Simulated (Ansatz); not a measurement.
```yaml
crystal:
  periodic: [false, false, false]
  atoms:
    - {symbol: Pb, position_ang: [0.692172, 0.913740, -0.432923]}
    - {symbol: O, position_ang: [-0.647398, -0.451006, -0.503335]}
    - {symbol: O, position_ang: [-0.318550, -0.295066, 0.909989]}
basis:
  gaussian: {orbitals: def2-SVPD}
hamiltonian: {xc: {name: wB97}}
output: {forces: true}
```

```sh
$ ansatz run in.yaml --threads 4 --pin off --events-out ev --progress --plain --max-ram 3916MiB
```

Output, abridged:

```
Functional definition: wB97
713 factors; their error is unknown
325 factors; integrals over basis functions are off by at most 4.0e-5 eV
mean field evaluation 1: about -9330.0509 eV, gradient 5.0e1 eV
mean field evaluation 2: about -9320.6473 eV, gradient 8.7e1 eV
mean field evaluation 4: about -9335.8725 eV, gradient 3.1e0 eV
mean field evaluation 8: about -9335.8706 eV, gradient 1.8e-1 eV
mean field evaluation 16: about -9335.8436 eV, gradient 7.3e-4 eV
mean field -9335.84359530 eV, -343.0859240654 hartree, gradient 1.8e-5 eV, S^2 0.000000; 0 other end points of the search recorded, 0 dependent functions left out
reference -9335.84358645 eV, -343.0859237399 hartree; 19, 19 occupied and 59, 59 virtual orbitals, 713 factors
Total energy: -9335.84358645 eV, -343.0859237399 hartree
Atom 0 at     0.692172     0.913740    -0.432923 Å, force     4.008837     4.168097    -0.443443 eV/Å
Atom 1 at    -0.647398    -0.451006    -0.503335 Å, force    -3.719462    -3.689034    -0.977617 eV/Å
Atom 2 at    -0.318550    -0.295066     0.909989 Å, force    -0.289375    -0.479063     1.421060 eV/Å
Dipole moment:     0.743237     0.822787    -0.472154 e Å
```

Hardware: 4 threads of Arm Neoverse V1 on a shared host. Wall time 1.6 s.

In the def2 sets Pb takes a core potential; there is no spin–orbit coupling.
